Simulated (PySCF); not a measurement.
B(H)(I)(OH) (BH₂IO), SMILES OBI.

The structure is a stationary point at r2SCAN-D4/def2-TZVP. The def2 effective core potentials stand for the cores of I; spin–orbit coupling is left out. One conformer was computed; it need not be the lowest.

Level of theory: r2SCAN-D4/def2-TZVP run with PySCF.

Frequencies are harmonic and unscaled.

Task: Give all harmonic wavenumbers and intensities. (Estimate from the structure and the level; the computed values follow.)

Result: 
```tsv
mode	ν (cm⁻¹)	IR (km/mol)	moving atoms (share of kinetic energy)
1	286	9.8	O 59 %, B 15 %, I 14 %, H 13 %
2	542	35.8	B 71 %, H 19 %
3	612	99.6	H 68 %, B 17 %, O 15 %
4	836	1.4	H 79 %, B 21 %
5	977	81.1	H 90 %, O 10 %
6	1131	327.4	H 79 %, B 13 %, O 8 %
7	1337	308.0	B 61 %, O 35 %
8	2683	82.3	H 91 %, B 9 %
9	3782	60.9	H 94 %
```
